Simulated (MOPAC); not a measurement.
MOPAC input (PM7):

```
PM7 FORCE THERMO(298,298) PRECISE LET GEO-OK AUX(PRECISION=9) THREADS=1
C2H4F2

C    -1.38354245 1   -0.06972714 1    0.03325166 1
C     0.10341070 1   -0.08475641 1    0.36151678 1
F     0.75941875 1   -0.93093054 1   -0.45788973 1
F     0.66942227 1    1.09694889 1    0.04375158 1
H    -1.84319295 1   -1.05039113 1    0.21702546 1
H    -1.58184273 1    0.18345246 1   -1.01983247 1
H    -1.92047880 1    0.66810962 1    0.64478919 1
H     0.33224053 1   -0.34099801 1    1.43859376 1
```

Output:

```
 *******************************************************************************
 **                                                                           **
 **                              MOPAC v23.2.5                                **
 **                                                                           **
 *******************************************************************************
 ** MOPAC's Digital Object Identifier: https://doi.org/10.5281/zenodo.6511958 **
 **                                                                           **
 ** Please cite the open-source release paper for use of this MOPAC version:  **
 ** J. E. Moussa and J. J. P. Stewart (2026)                                  **
 ** MOPAC: An open-source semiempirical molecular orbital program             **
 ** J. Open Source Softw., 11(119), 8025, https://doi.org/10.21105/joss.08025 **
 *******************************************************************************

                              PM7 CALCULATION RESULTS

 *******************************************************************************
 *  PM7        - The PM7 Hamiltonian to be used
 *  GEO-OK     - OVERRIDE INTERATOMIC DISTANCE AND OTHER SAFETY CHECKS
 *  LET        - OVERRIDE SOME SAFETY CHECKS
 *  PRECISE    - TIGHTER CRITERIA TO BE USED
 *  FORCE      - FORCE CALCULATION SPECIFIED
 *  AUX        - OUTPUT AUXILIARY INFORMATION
 *  THERMO     - THERMODYNAMIC QUANTITIES TO BE CALCULATED
 *******************************************************************************
PM7 FORCE THERMO(298,298) PRECISE LET GEO-OK AUX(PRECISION=9) THREADS=1
 C2H4F2

   ATOM   CHEMICAL          X               Y               Z
  NUMBER   SYMBOL      (ANGSTROMS)     (ANGSTROMS)     (ANGSTROMS)

     1       C         -1.38354245  *  -0.06972714  *   0.03325166  *
     2       C          0.10341070  *  -0.08475641  *   0.36151678  *
     3       F          0.75941875  *  -0.93093054  *  -0.45788973  *
     4       F          0.66942227  *   1.09694889  *   0.04375158  *
     5       H         -1.84319295  *  -1.05039113  *   0.21702546  *
     6       H         -1.58184273  *   0.18345246  *  -1.01983247  *
     7       H         -1.92047880  *   0.66810962  *   0.64478919  *
     8       H          0.33224053  *  -0.34099801  *   1.43859376  *

          CARTESIAN COORDINATES

    NO.       ATOM           X           Y           Z

     1         C         -1.3835     -0.0697      0.0333
     2         C          0.1034     -0.0848      0.3615
     3         F          0.7594     -0.9309     -0.4579
     4         F          0.6694      1.0969      0.0438
     5         H         -1.8432     -1.0504      0.2170
     6         H         -1.5818      0.1835     -1.0198
     7         H         -1.9205      0.6681      0.6448
     8         H          0.3322     -0.3410      1.4386

 General Reference for PM7:
 "Optimization of Parameters for Semiempirical Methods VI: More Modifications to the
 NDDO Approximations and Re-optimization of Parameters", J. J. P. Stewart, J. Mol. Mod., 1:32, 19 (2013)
 https://link.springer.com/article/10.1007/s00894-012-1667-x

           Empirical Formula: C2 H4 F2  =     8 atoms

      MOLECULAR POINT GROUP   :   Cs
[...]
 EFFECTIVE MASS      7.8308
 FORCE CONSTANT      2.6266

 VIBRATION         14    6A"         ATOM PAIR     ENERGY CONTRIBUTION    RADIAL
 FREQUENCY          1434.52         C 2 -- F 3         +26.4% ( 81.0%)     76.2%
 TRANSITION DIPOLE   2.5833         C 2 -- F 4         +26.4% ( 81.0%)     76.2%
 TRAVEL (Ang.)       0.0895         C 2 -- H 8         +22.4% ( 74.7%)      0.0%
 REDUCED MASS        5.8726         C 1 -- C 2         +19.6% ( 69.8%)      0.0%
 EFFECTIVE MASS     12.1087
 FORCE CONSTANT      7.1203

 VIBRATION         15    9A'         ATOM PAIR     ENERGY CONTRIBUTION    RADIAL
 FREQUENCY          2625.48         C 2 -- H 8         +93.0% ( 97.8%)    100.0%
 TRANSITION DIPOLE   0.2790         C 1 -- H 6          +3.5% ( 19.1%)     98.4%
 TRAVEL (Ang.)       0.1732         C 1 -- C 2          +0.9% (  9.5%)      8.4%
 REDUCED MASS        0.8565         C 2 -- F 4          +0.8% (  8.9%)      8.6%
 EFFECTIVE MASS      1.3284
 FORCE CONSTANT      3.4783

 VIBRATION         16   10A'         ATOM PAIR     ENERGY CONTRIBUTION    RADIAL
 FREQUENCY          2668.37         C 1 -- H 6         +63.4% ( 82.0%)     99.7%
 TRANSITION DIPOLE   0.9018         C 1 -- H 5         +15.8% ( 41.0%)     85.2%
 TRAVEL (Ang.)       0.2325         C 1 -- H 7         +15.8% ( 41.0%)     85.4%
 REDUCED MASS        0.4673         C 2 -- H 8          +4.0% ( 20.5%)    100.0%
 EFFECTIVE MASS      1.4527
 FORCE CONSTANT      1.9603

 VIBRATION         17    7A"         ATOM PAIR     ENERGY CONTRIBUTION    RADIAL
 FREQUENCY          2673.26         C 1 -- H 7         +49.1% ( 72.3%)     97.9%
 TRANSITION DIPOLE   0.7830         C 1 -- H 5         +49.1% ( 72.3%)     97.9%
 TRAVEL (Ang.)       0.2245         C 1 -- C 2          +0.9% ( 10.0%)      0.0%
 REDUCED MASS        0.5005         C 1 -- H 6          +0.9% (  9.8%)      0.0%
 EFFECTIVE MASS      1.4598
 FORCE CONSTANT      2.1071

 VIBRATION         18   11A'         ATOM PAIR     ENERGY CONTRIBUTION    RADIAL
 FREQUENCY          2781.19         C 1 -- H 5         +34.0% ( 55.9%)     95.3%
 TRANSITION DIPOLE   0.5231         C 1 -- H 7         +34.0% ( 55.9%)     95.3%
 TRAVEL (Ang.)       0.2728         C 1 -- H 6         +31.7% ( 54.0%)     94.9%
 REDUCED MASS        0.3259         C 1 -- C 2          +0.3% (  5.0%)     99.9%
 EFFECTIVE MASS      1.1439
 FORCE CONSTANT      1.4852

      SYMMETRY NUMBER FOR POINT-GROUP Cs  =  1

          SYSTEM IS A GROUND STATE

 C2H4F2

          MOLECULE IS NOT LINEAR

          THERE ARE 18 GENUINE VIBRATIONS IN THIS SYSTEM
          THIS THERMODYNAMICS CALCULATION IS LIMITED TO
          MOLECULES WHICH HAVE NO INTERNAL ROTATIONS

                    CALCULATED THERMODYNAMIC PROPERTIES
                                          *
   TEMP. (K)   PARTITION FUNCTION   H.O.F.    ENTHALPY  HEAT CAPACITY ENTROPY
                                   KCAL/MOL   CAL/MOLE    CAL/K/MOL  CAL/K/MOL

 298.00  VIB.     0.2932D+01                   997.3529     7.8823     5.4842
         ROT.     0.4032D+05                   888.2803     2.9808    24.0542
         INT.     0.1182D+06                  1885.6332    10.8631    29.5384
         TRA.     0.5190D+27                  1480.4672     4.9680    38.4795
         TOT.                     -113.261    3366.1003    15.8311    68.0179

   *: NOTE: HEATS OF FORMATION ARE RELATIVE TO THE
            ELEMENTS IN THEIR STANDARD STATE AT 298K
              (=  Standard Enthalpy of Formation).

            Hvib:  Zero-point energy is not included.
                   frequencies of less than zero cm-1 are not included.
            Hrot = (3/2)RT
            Htra = (3/2)RT + pV = (5/2)RT

            Heat capacity is Cp, not Cv

          For more information, see: HTTP://OpenMOPAC.net/Manual/thermochemistry.html

           FORCE CONSTANT IN CARTESIAN COORDINATES (Millidynes/A)

    ATOM   CHEMICAL       X               Y               Z
   NUMBER   SYMBOL  FORCE CONSTANT  FORCE CONSTANT  FORCE CONSTANT

      1       C        7.049515        6.520711        6.463447
      2       C        8.045248        9.670306        9.228847
      3       F        1.876510        7.802403        0.800723
      4       F        1.874495        1.830819        6.774322
      5       H        1.277249        1.119992        2.994522
      6       H        1.352097        1.484466        2.575028
      7       H        1.278231        3.553141        0.560390
      8       H        1.290070        1.644547        2.610182

 **********************
 *                    *
 * JOB ENDED NORMALLY *
 *                    *
 **********************

 == MOPAC DONE ==
```
